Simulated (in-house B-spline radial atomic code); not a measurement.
# Ionising Sr8+ with different functionals

Computed with an all-electron radial atomic-structure program (B-spline basis): scalar-relativistic (spin-free X2C) Hamiltonian, Fermi nucleus of rms radius 4.224 fm, spin-polarised at highest spin, spherical fractional occupations for the functionals, and exact exchange of hybrids averaged over the configuration. The ionisation energy is the difference of two self-consistent energies, [Ar] 3d10 4s2 → [Ar] 3d10 4s1, without Breit or QED terms; ε is the level of the shell that loses the electron (its least bound occupied spin orbital). There is no spin-orbit coupling in this Hamiltonian.

```json
{"method": "PBE0", "rung": "global hybrid", "ΔSCF (eV)": "158.64", "-ε(4s) (eV)": "152.27"}
{"method": "B3LYP", "rung": "global hybrid", "ΔSCF (eV)": "159.22", "-ε(4s) (eV)": "152.33"}
{"method": "TPSSh", "rung": "global hybrid", "ΔSCF (eV)": "158.41", "-ε(4s) (eV)": "151.07"}
{"method": "BHandHLYP", "rung": "global hybrid", "ΔSCF (eV)": "158.47", "-ε(4s) (eV)": "154.13"}
{"method": "r2SCAN0", "rung": "global hybrid", "ΔSCF (eV)": "157.95", "-ε(4s) (eV)": "152.49"}
{"method": "B97-1", "rung": "global hybrid", "ΔSCF (eV)": "159.00", "-ε(4s) (eV)": "151.89"}
{"method": "HSE06", "rung": "range-separated hybrid", "ΔSCF (eV)": "158.73", "-ε(4s) (eV)": "152.07"}
{"method": "wB97X", "rung": "range-separated hybrid", "ΔSCF (eV)": "158.14", "-ε(4s) (eV)": "155.32"}
{"method": "CAM-B3LYP", "rung": "range-separated hybrid", "ΔSCF (eV)": "159.22", "-ε(4s) (eV)": "154.27"}
{"method": "LC-wPBE", "rung": "range-separated hybrid", "ΔSCF (eV)": "159.06", "-ε(4s) (eV)": "155.81"}
```

Problem. Among the functionals, which spreads more, the ΔSCF values or the orbital energies?

Solution. The orbital energies: ΔSCF values span about 1.28 eV and the orbital energies 4.73 eV.

Problem. How do they compare with the NIST value?

Solution. NIST lists 158.3 eV ± 0.25 (semi-empirical, ground level to ground level). Errors run from -0.38 to +0.89 eV; TPSSh is closest (+0.08 eV), though others lie within the uncertainty of it, and part of that can be cancellation, since the calculations leave out Breit-QED terms.
